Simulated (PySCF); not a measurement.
A database entry of computed molecular properties. Lists by class give the value and the number of equivalent atoms.

```json
{
 "name": "PhSCHF2",
 "formula": "C7H6F2S",
 "smiles": "FC(F)Sc1ccccc1",
 "inchi": "InChI=1S/C7H6F2S/c8-7(9)10-6-4-2-1-3-5-6/h1-5,7H",
 "charge": 0,
 "multiplicity": 1,
 "geometry_level": "PBE0-D3(BJ)/def2-SVP",
 "atoms_angstrom": [
  ["F", 2.341, 0.022, 1.703],
  ["C", 2.803, 0.132, 0.449],
  ["F", 2.64, 1.417, 0.08],
  ["S", 1.974, -1.011, -0.682],
  ["C", 0.293, -0.492, -0.415],
  ["C", -0.191, 0.668, -1.027],
  ["C", -1.511, 1.059, -0.815],
  ["C", -2.35, 0.289, -0.011],
  ["C", -1.868, -0.873, 0.591],
  ["C", -0.545, -1.264, 0.394],
  ["H", 3.879, -0.118, 0.426],
  ["H", 0.475, 1.259, -1.658],
  ["H", -1.887, 1.97, -1.286],
  ["H", -3.386, 0.596, 0.148],
  ["H", -2.523, -1.477, 1.222],
  ["H", -0.15, -2.164, 0.87]
 ],
 "electronic_structure_code": "PySCF",
 "results": {
  "PBE0-D3(BJ)/def2-SVP geometry optimisation, gas phase": {
   "point_group": "C1",
   "rotational_constants_GHz": [2.14, 0.77, 0.726]
  },
  "PBE0/def2-SVPD ground state, ΔSCF and vertical TDDFT (core frozen in the response)": {
   "dipole_D": 1.0,
   "homo_eV": -7.33,
   "lumo_eV": -0.99,
   "S1_eV": 5.11,
   "strongest_line_of_10_singlets_eV": 6.76,
   "T1_tda_eV": 3.98,
   "polarisability_au": 102.7,
   "vertical_ip_eV": 9.12,
   "r2_bohr2_about_centre_of_nuclear_charge": 1648.8,
   "singlets_eV_and_f": [
    [5.11, 0.021],
    [5.31, 0.002],
    [5.78, 0.011],
    [5.97, 0.095],
    [6.19, 0.0],
    [6.75, 0.206],
    [6.76, 0.372],
    [6.92, 0.118],
    [6.97, 0.162],
    [7.06, 0.164]
   ],
   "triplets_tda_eV": [3.98, 4.6, 4.65, 4.97]
  },
  "PBE0/pcSseg-1 ground state and GIAO shieldings, non-relativistic": {
   "shift_vs_computed_TMS_C_by_class_ppm": [
    [144.9, 2],
    [135.9, 1],
    [134.1, 2],
    [131.7, 1],
    [124.1, 1]
   ],
   "shift_vs_computed_TMS_H_by_class_ppm": [
    [7.89, 2],
    [7.57, 1],
    [7.53, 2],
    [6.56, 1]
   ],
   "shielding_other_nuclei_by_class_ppm": [
    ["F", 281.1, 2],
    ["S", 372.3, 1]
   ],
   "charges_hirshfeld_e_by_atom": [-0.1, 0.13, -0.1, 0.0, -0.03, -0.05, -0.04, -0.04, -0.04, -0.05, 0.05, 0.05, 0.05, 0.05, 0.05, 0.05]
  }
 }
}
```

The rotational constants make it an asymmetric top with κ = (2B − A − C)/(A − C) = -0.94, nearer the prolate limit (−1). The vertical singlet–triplet gap S1 − T1 is 1.13 eV (TDDFT singlet less Tamm–Dancoff triplet; S1: HOMO→LUMO, weight 0.82; T1: HOMO→LUMO, weight 0.33, beside HOMO−1→LUMO+1, weight 0.31). The ΔSCF ionisation energy exceeds −ε(HOMO) by 1.79 eV with PBE0. With B = h/(8π²I), that is 505.379 GHz u Å² over I, the principal moments of inertia are 236.2, 656.3 and 696.4 u Å² (most abundant isotopes). S1 lies 1.23 eV below the HOMO–LUMO gap; its leading configuration is HOMO→LUMO, weight 0.82.

Conformer computed: `[F:1][CH:2]([F:3])[S:4][c:5]1[cH:6][cH:7][cH:8][cH:9][cH:10]1`: F1–C2–S4–C5 57°, C2–S4–C5–C6 79°.

One conformer stands for the species.
